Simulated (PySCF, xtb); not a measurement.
Mg(Br)(iPr) (C₃H₇BrMg), SMILES C[CH](C)[Mg][Br]. The values are those of a single conformer.

Harmonic wavenumbers (cm⁻¹) from GFN2-xTB (xtb 6.7.1) at its own minimum, in rising order: 27, 51, 169, 229, 242, 259, 299, 386, 467, 931, 941, 944, 988, 1124, 1153, 1185, 1311, 1405, 1419, 1475, 1488, 1496, 1503, 2914, 2921, 2928, 2938, 2946, 2957, 2962.

Task: What does B3LYP-D3(BJ)/def2-SVP in PySCF give at its own minimum? (An estimate is asked for; the answer gives what the named calculation found.)

Result: 61, 74, 191, 208, 250, 252, 343, 373, 550, 882, 914, 952, 981, 1090, 1159, 1191, 1323, 1386, 1402, 1455, 1470, 1475, 1482, 2975, 2975, 2995, 3045, 3045, 3078, 3079. Paired by order, the mean absolute difference is 38 cm⁻¹ and the zero-point energies are 57.3 and 58.1 kcal/mol.
